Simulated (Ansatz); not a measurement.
Ansatz (a quantum-chemistry and plane-wave program) input:
A basis named .json is the Basis Set Exchange file of that set.

Ansatz 0.2 input:
```yaml
crystal:
  periodic: [false, false, false]
  atoms:
    - {symbol: Ga, position_ang: [0.84161737, 0.39348325, 0.27558982]}
    - {symbol: I, position_ang: [-0.57027994, 1.57854338, -1.50881812]}
    - {symbol: I, position_ang: [0.07801318, -1.80869395, 1.34762407]}
basis:
  gaussian:
    orbitals: def2-QZVPP.json
hamiltonian:
  xc: pbe
magnetization: {spin_polarized: true, initial_magnetization: 1}
correlation: {method: rpa, electrons: outside_noble_gas}
```

Question: What final total energy does it print?

Answer: -2517.30830 Eh (RPA@PBE/def2-QZVPP). The basis has 253 functions.

It need not be the lowest isomer of its formula.
